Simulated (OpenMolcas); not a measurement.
# Levels of O3+ by method

```json
{"Program": "OpenMolcas", "Basis": "ANO-R2 [4s4p2d1f]", "Scalar Hamiltonian": "X2C, finite nucleus", "Active space": "3 electrons in 4 orbitals (2s 2p)", "State averaging": "2S+1 = 4 odd, 1 root; 2S+1 = 2 odd, 11 roots; 2S+1 = 4 even, 3 roots; 2S+1 = 2 even, 9 roots", "Spin-orbit coupling": "state interaction with AMFI integrals over the reference wave functions, term energies averaged over their components"}
```

Methods on the same reference wave functions:
A. CASSCF
B. SS-CASPT2, IPEA 0.25 Eh, imaginary shift 0.1 Eh (closed shells correlated: 1s)
C. MS-CASPT2, IPEA 0.25 Eh, imaginary shift 0.1 Eh (closed shells correlated: 1s)

Energies in cm⁻¹ above 2s² 2p ²P°_1/2, the measured ground level; measured values from Moore, Selected Tables of Atomic Spectra, NSRDS-NBS 3, section 10.

| Level | A | B | C | Measured |
| --- | --- | --- | --- | --- |
| 2s² 2p ²P°_1/2 | 0.0 | 0.0 | 0.0 | 0.0 |
| 2s² 2p ²P°_3/2 | 351 | 351 | 353 | 386 |
| 2s 2p² ⁴P_1/2 | 65332 | 70090 | 70110 | 71440 |
| 2s 2p² ⁴P_3/2 | 65457 | 70210 | 70240 | 71570 |
| 2s 2p² ⁴P_5/2 | 65665 | 70420 | 70450 | 71756 |
| 2s 2p² ²D_3/2 | 132790 | 127210 | 127240 | 126950 |
| 2s 2p² ²D_5/2 | 132791 | 127220 | 127240 | 126936 |
| 2s 2p² ²S_1/2 | 169221 | 164910 | 164940 | 164366 |
| 2s 2p² ²P_1/2 | 191817 | 182480 | 182510 | 180481 |
| 2s 2p² ²P_3/2 | 192064 | 182730 | 182750 | 180724 |
| 2p³ ⁴S°_3/2 | 228828 | 230570 | 230590 | 231538 |
| 2p³ ²D°_3/2 | 265367 | 256040 | 256070 | 255185 |
| 2p³ ²D°_5/2 | 265369 | 256040 | 256070 | 255156 |
| 2p³ ²P°_1/2 | 301724 | 290480 | 290530 | 289015 |
| 2p³ ²P°_3/2 | 301742 | 290500 | 290550 | 289024 |

Deviations, from unrounded energies. A percentage is the sum of absolute deviations over the sum of measured energies, with the sign that they share, or ± where signs differ.

```json
{"Against measurement": "mean absolute deviation (cm-1)", "Levels": "14", "A": "7600", "B": "1100", "C": "1100"}
{"Against measurement": "fine structure of the ground term (%)", "Levels": "1", "A": "-9.0", "B": "-9.0", "C": "-8.6"}
{"Against measurement": "other configurations (%)", "Levels": "13", "A": "±4.6", "B": "±0.6", "C": "±0.6"}
```

B, C lie about equally close to measurement and A furthest from it. The largest miss of B in the table is 2s 2p² ²P_3/2, by +2000 cm-1. The ranking rests on the paired levels alone, and a cruder setting can come out closer through cancelling errors.

Between B and C the level of the table that moves most is 2p³ ²P°_1/2, by 54 cm-1 (lowest in B, highest in C). Moves below CASPT2's spread within the term are not significant.

The mean deviations of B to C differ by less than CASPT2's widest spread within a term (500 cm-1), so their order carries little weight.

The lowest spin-free term lies below A's lowest term by 0.048 hartree in B, 0.048 hartree in C.

CASPT2 breaks the degeneracy within a term, and the mean is taken; among the terms shown or strongly mixed into the levels shown the widest spread is 500 cm-1 (2p³ ²D°, C). Computed and measured levels are paired by configuration, term and J; levels that our copy of the source lacks, or whose pairing is in doubt (as where it misses far off the trend of its configuration), stay unpaired and out of the deviations. Levels of configurations outside the active space are missing.

° marks odd parity.
